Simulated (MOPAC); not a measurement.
MOPAC input (PM6):

```
PM6 PRECISE GNORM=0.05 LET XYZ CHARGE=1 GEO-OK AUX(PRECISION=9) THREADS=1
CH9OSi2

C     2.34997400 1    0.66136200 1    0.19455500 1
Si    1.05027700 1   -0.36171800 1   -0.60573100 1
O    -0.53816900 1    0.44299200 1   -0.27443600 1
Si   -1.92858500 1   -0.23134500 1    0.62693300 1
H     2.40239300 1    1.66283800 1   -0.23716300 1
H     2.19464900 1    0.74315900 1    1.27130600 1
H     3.32175500 1    0.18595300 1    0.03112500 1
H     1.07240200 1   -0.40974200 1   -2.07344200 1
H     0.74841500 1   -1.65542000 1    0.02411200 1
H    -0.67924100 1    1.31610900 1   -0.67161700 1
H    -2.35857500 1   -1.38172000 1   -0.17387500 1
H    -2.85173500 1    0.90909500 1    0.63333800 1
H    -1.34824900 1   -0.57950200 1    1.92754500 1
```

Output:

```
 *******************************************************************************
 **                                                                           **
 **                              MOPAC v23.2.5                                **
 **                                                                           **
 *******************************************************************************
 ** MOPAC's Digital Object Identifier: https://doi.org/10.5281/zenodo.6511958 **
 **                                                                           **
 ** Please cite the open-source release paper for use of this MOPAC version:  **
 ** J. E. Moussa and J. J. P. Stewart (2026)                                  **
 ** MOPAC: An open-source semiempirical molecular orbital program             **
 ** J. Open Source Softw., 11(119), 8025, https://doi.org/10.21105/joss.08025 **
 *******************************************************************************

                              PM6 CALCULATION RESULTS

 *******************************************************************************
 *  PM6        - The PM6 Hamiltonian to be used
 *  GEO-OK     - OVERRIDE INTERATOMIC DISTANCE AND OTHER SAFETY CHECKS
 *
 *
 *
 *                 CHARGE ON SYSTEM = +1
 *
 *
 *
 *  LET        - OVERRIDE SOME SAFETY CHECKS
 *  PRECISE    - TIGHTER CRITERIA TO BE USED
 *  XYZ        - CARTESIAN COORDINATE SYSTEM TO BE USED
 *  GNORM      - EXIT WHEN GRADIENT NORM DROPS BELOW 0.050
 *  AUX        - OUTPUT AUXILIARY INFORMATION
 *******************************************************************************
PM6 PRECISE GNORM=0.05 LET XYZ CHARGE=1 GEO-OK AUX(PRECISION=9) THREADS=1
 CH9OSi2

   ATOM   CHEMICAL          X               Y               Z
  NUMBER   SYMBOL      (ANGSTROMS)     (ANGSTROMS)     (ANGSTROMS)

     1       C          2.34997400  *   0.66136200  *   0.19455500  *
     2      Si          1.05027700  *  -0.36171800  *  -0.60573100  *
     3       O         -0.53816900  *   0.44299200  *  -0.27443600  *
     4      Si         -1.92858500  *  -0.23134500  *   0.62693300  *
     5       H          2.40239300  *   1.66283800  *  -0.23716300  *
     6       H          2.19464900  *   0.74315900  *   1.27130600  *
     7       H          3.32175500  *   0.18595300  *   0.03112500  *
     8       H          1.07240200  *  -0.40974200  *  -2.07344200  *
     9       H          0.74841500  *  -1.65542000  *   0.02411200  *
    10       H         -0.67924100  *   1.31610900  *  -0.67161700  *
    11       H         -2.35857500  *  -1.38172000  *  -0.17387500  *
    12       H         -2.85173500  *   0.90909500  *   0.63333800  *
    13       H         -1.34824900  *  -0.57950200  *   1.92754500  *

          CARTESIAN COORDINATES

    NO.       ATOM           X           Y           Z

     1         C          2.3500      0.6614      0.1946
     2        Si          1.0503     -0.3617     -0.6057
     3         O         -0.5382      0.4430     -0.2744
     4        Si         -1.9286     -0.2313      0.6269
     5         H          2.4024      1.6628     -0.2372
[...]
          MOLECULAR WEIGHT        =         93.2525         POINT GROUP:  C1

          MOLECULAR DIMENSIONS (Angstroms)

            Atom       Atom       Distance
            H    12    H     7     6.21309
            H    13    H     8     3.92018
            H    11    H     5     3.68489

          SCF CALCULATIONS        =         78

   ATOM   CHEMICAL          X               Y               Z
  NUMBER   SYMBOL      (ANGSTROMS)     (ANGSTROMS)     (ANGSTROMS)

     1       C          2.29793857  *   0.62287963  *   0.26680107  *
     2      Si          1.07394844  *  -0.35134023  *  -0.66542962  *
     3       O         -0.58990323  *   0.42155935  *  -0.41357533  *
     4      Si         -1.91180538  *  -0.21847488  *   0.70560828  *
     5       H          2.43753423  *   1.66941964  *  -0.06358417  *
     6       H          2.14088758  *   0.67346184  *   1.36097504  *
     7       H          3.30503442  *   0.15314164  *   0.14607906  *
     8       H          1.17247203  *  -0.23654704  *  -2.11865260  *
     9       H          0.80983294  *  -1.69564928  *  -0.15281219  *
    10       H         -0.76585546  *   1.26195866  *  -0.91339504  *
    11       H         -2.37456296  *  -1.44116216  *   0.04165854  *
    12       H         -2.83967872  *   0.91760983  *   0.65649239  *
    13       H         -1.21163081  *  -0.41594673  *   1.97935693  *

                             CARTESIAN COORDINATES

   1    C        2.297938571     0.622879631     0.266801065
   2   Si        1.073948442    -0.351340231    -0.665429619
   3    O       -0.589903227     0.421559353    -0.413575330
   4   Si       -1.911805380    -0.218474880     0.705608275
   5    H        2.437534233     1.669419641    -0.063584172
   6    H        2.140887581     0.673461838     1.360975041
   7    H        3.305034421     0.153141641     0.146079059
   8    H        1.172472034    -0.236547039    -2.118652603
   9    H        0.809832938    -1.695649277    -0.152812195
  10    H       -0.765855459     1.261958663    -0.913395037
  11    H       -2.374562956    -1.441162157     0.041658539
  12    H       -2.839678722     0.917609833     0.656492387
  13    H       -1.211630810    -0.415946732     1.979356929

           Empirical Formula: C H9 O Si2  =    13 atoms

      MOLECULAR POINT GROUP   :   C1

                  EIGENVALUES
 -35.38724 -28.79123 -24.82856 -23.61567 -21.01838 -19.58516 -19.03546 -17.73751
 -17.39431 -15.89022 -15.62271 -15.33042 -15.21101  -4.30427  -3.95730  -3.51983
  -3.28375  -3.21623  -3.15667  -3.00089  -2.90681  -2.78378  -2.47297  -2.35121
  -1.86328  -0.65506  -0.07238   0.14751   0.43905   0.50428   0.60275   0.66744
   1.82799   1.92894   3.16255

              NET ATOMIC CHARGES AND DIPOLE CONTRIBUTIONS

  ATOM NO.   TYPE          CHARGE      No. of ELECS.   s-Pop       p-Pop       d-Pop
    1          C          -0.831550        4.8316     1.08895     3.74260
    2         Si           0.709992        3.2900     1.14431     1.50737     0.63832
    3          O          -0.527954        6.5280     1.62202     4.90593
    4         Si           0.626807        3.3732     1.19008     1.61750     0.56562
    5          H           0.221847        0.7782     0.77815
    6          H           0.222218        0.7778     0.77778
    7          H           0.234486        0.7655     0.76551
    8          H           0.006733        0.9933     0.99327
    9          H           0.004719        0.9953     0.99528
   10          H           0.400015        0.6000     0.59999
   11          H          -0.018898        1.0189     1.01890
   12          H          -0.025327        1.0253     1.02533
   13          H          -0.023088        1.0231     1.02309
 DIPOLE           X         Y         Z       TOTAL
 POINT-CHG.    -1.753    -0.253    -0.673     1.895
 HYBRID         0.724     1.254     0.294     1.477
 SUM           -1.029     1.000    -0.379     1.484

          ATOMIC ORBITAL ELECTRON POPULATIONS

     Atom    s        px        py        pz      x^2-y^2     xz        z^2       yz        xy
    1  C   1.08895   1.26615   1.23634   1.24012
    2 Si   1.14431   0.32050   0.55029   0.63659   0.14731   0.07586   0.22849   0.08291   0.10376
    3  O   1.62202   1.63643   1.55110   1.71840
    4 Si   1.19008   0.43837   0.65241   0.52671   0.05652   0.11243   0.13634   0.08235   0.17798
    5  H   0.77815
    6  H   0.77778
    7  H   0.76551
    8  H   0.99327
    9  H   0.99528
   10  H   0.59999
   11  H   1.01890
   12  H   1.02533
   13  H   1.02309

 **********************
 *                    *
 * JOB ENDED NORMALLY *
 *                    *
 **********************

 == MOPAC DONE ==
```

The dipole moment of an ion depends on the origin.

The geometry given is a B3LYP-D3(BJ)/def2-TZVP minimum.
